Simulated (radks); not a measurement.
Results of a calculation; reference values are marked as such.
The nuclear charge of the platinum ion Pt+ is varied continuously with 77 electrons held in [Xe] 4f14 5d9. Level of theory: scalar-relativistic Kohn-Sham, r2SCAN, spin-unpolarised, spherical densities, finite nucleus; meta-GGA in the generalised Kohn-Sham scheme; Fermi nuclear charge, rms radius 5.427 fm (a radial shooting solver on a logarithmic mesh with Libxc functionals). By the Hellmann-Feynman theorem dE/dZ = E(electron-nucleus)/Z, the electronic potential at the nucleus (averaged over a nucleus of fixed radius). The scalar-relativistic energy here is not variational (the density holds large components alone), so the two differ by a part that grows with Z.

Z     E (hartree)  E(electron-nucleus)/Z (hartree)  HOMO  e(HOMO) (eV)  <r> HOMO (bohr)
77.5  -18117.2545                         -580.375    5d        -8.742            1.730
78    -18411.4210                         -586.189    5d       -14.379            1.633
78.5  -18708.5600                         -592.014    5d       -20.666            1.554
79    -19008.6793                         -597.853    5d       -27.527            1.487

The central difference of E at Z = 78 is -591.306 hartree, to compare with the third column; the second derivative is -11.9 hartree.
